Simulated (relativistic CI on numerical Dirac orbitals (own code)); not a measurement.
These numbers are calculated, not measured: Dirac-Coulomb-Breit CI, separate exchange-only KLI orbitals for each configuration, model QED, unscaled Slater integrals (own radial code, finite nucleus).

Configurations in the expansion (outside the closed core [Ar]): 3d¹⁰4s², 3d¹⁰4s4p, 3d¹⁰4p², 3d¹⁰4s4d, 3d¹⁰4d², 3d¹⁰4s4f, 3d¹⁰4p4d, 3d¹⁰4f², 3d¹⁰4p4f, 3d¹⁰4d4f, 3d¹⁰4s5s, 3d¹⁰4s5p, 3d¹⁰4s5d, 3d¹⁰4s5f, 3d¹⁰4s5g, 3d¹⁰4s6s, 3d¹⁰4s6p, 3d¹⁰4s6d, 3d¹⁰4s6f, 3d¹⁰4s7s, 3d⁹4s²4p, 3d⁹4s²4d, 3d⁹4s²4f, 3d⁹4s²5s, 3d⁹4s²5p, 3d⁹4s²5d. Double excitations out of closed p, d and f shells are left out; levels of such configurations are missing from the list, as are those of other unlisted configurations, and high levels can miss mixing partners. These lack a partner that the ground configuration has and come out too high: 3d⁹4s²4p, 3d⁹4s²4d, 3d⁹4s²4f, 3d⁹4s²5s, 3d⁹4s²5p.

At this charge energies of transitions that change n are usually good to better than 1 %, and those within a shell (Δn = 0) to a few per cent.

Outline of the computed level scheme of Ba XXVII. Lowest level of each configuration: 3d¹⁰4s² ¹S0 at 0.000 eV; 3d¹⁰4s4p ³P°0 at 49.430 eV; 3d¹⁰4p² ³P0 at 114.986 eV; 3d¹⁰4s4d ³D1 at 168.705 eV; 3d¹⁰4p4d ³F°2 at 220.894 eV; 3d¹⁰4s4f ³F°2 at 275.151 eV; 3d¹⁰4p4f ³G3 at 329.990 eV; 3d¹⁰4d² ³F2 at 343.422 eV.

Some strong electric-dipole decays among the lowest 45 levels: 3d¹⁰4s4f ¹F°3 → 3d¹⁰4s4d ¹D2 (2.9e+11 s⁻¹); 3d¹⁰4p4d ³D°1 → 3d¹⁰4p² ³P0 (2.7e+11 s⁻¹); 3d¹⁰4d² ³F2 → 3d¹⁰4p4d ³D°1 (2.7e+11 s⁻¹); 3d¹⁰4s4d ¹D2 → 3d¹⁰4s4p ¹P°1 (2.5e+11 s⁻¹); 3d¹⁰4p4d ³D°3 → 3d¹⁰4p² ¹D2 (2.3e+11 s⁻¹); 3d¹⁰4p4f ³F4 → 3d¹⁰4p4d ³D°3 (2.2e+11 s⁻¹); 3d¹⁰4s4f ³F°4 → 3d¹⁰4s4d ³D3 (2.0e+11 s⁻¹); 3d¹⁰4p4d ¹F°3 → 3d¹⁰4p² ³P2 (1.9e+11 s⁻¹).

LS names give the leading component of a level, which can be under half, so a name can repeat, a term be missing and a line seem to break the LS rules.
